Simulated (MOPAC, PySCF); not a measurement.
C2H8Si, SMILES `CC[SiH3]`, neutral singlet in the gas phase. 

Cartesian coordinates (Å):
SMILES: CC[SiH3]
```xyz
11

C     -1.4235     0.0899    -0.1836
C     -0.1031    -0.6294    -0.4860
Si     1.4188     0.3316     0.0619
H     -1.4721     1.0585    -0.6857
H     -1.5410     0.2710     0.8869
H     -2.2838    -0.4957    -0.5145
H     -0.0847    -1.6081     0.0031
H     -0.0162    -0.8260    -1.5588
H      2.6620    -0.4136    -0.2567
H      1.3748     0.5732     1.5262
H      1.4689     1.6487    -0.6215
```
Charge 0, multiplicity 1.

All levels are single points at this geometry (B3LYP-D3(BJ)/def2-TZVP); Pople sets use spherical d functions. Orbital energies aren't observables, and empty levels follow the basis.

| level | HOMO (eV) | LUMO (eV) | gap (eV) | dipole (D) | vertical IE, Delta-SCF (eV) |
|---|---|---|---|---|---|
| B3LYP-D3(BJ)/def2-TZVP in PySCF | -8.33 | 0.44 | 8.77 | 0.87 | – |
| PBE-D3(BJ)/def2-TZVP in PySCF | -7.24 | -0.08 | 7.16 | 0.92 | – |
| B3LYP/3-21G in PySCF | -8.25 | 1.55 | 9.80 | 0.79 | – |
| PBE/6-31G* in PySCF | -7.08 | 0.54 | 7.62 | 0.92 | 10.36 |
| HF/3-21G in PySCF | -11.58 | 4.89 | 16.46 | 0.76 | – |
| AM1 in MOPAC | -11.05 | 1.54 | 12.59 | 0.27 | – |
